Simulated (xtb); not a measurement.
Si(H)(Me)(OH)(NH2) (CH7NOSi), SMILES C[SiH](N)O. All values are semi-empirical tight-binding results from xtb (GFN2-xTB unless named), good for trends rather than for accurate numbers. Geometry optimised at GFN2-xTB. The structure was generated by enumeration, and PubChem lists no compound with its InChIKey, so it may never have been made. The values are those of a single conformer.

### Question
Estimate the properties. (An estimate is asked for; the answer gives what the named calculation found.)

### Answer

```yaml
orbital_gap: 7.03 eV
dipole_moment: 1.60 D
zero_point_energy: 52.9 kcal/mol
G − E(el) at 298.15 K (modified RRHO): 34.3 kcal/mol
static polarisability (D4 model): 58.6 bohr³
solvation energy, GFN2-xTB/ALPB(water): -5.7 kcal/mol
solvation energy, GFN2-xTB/ALPB(toluene): -3.0 kcal/mol
```
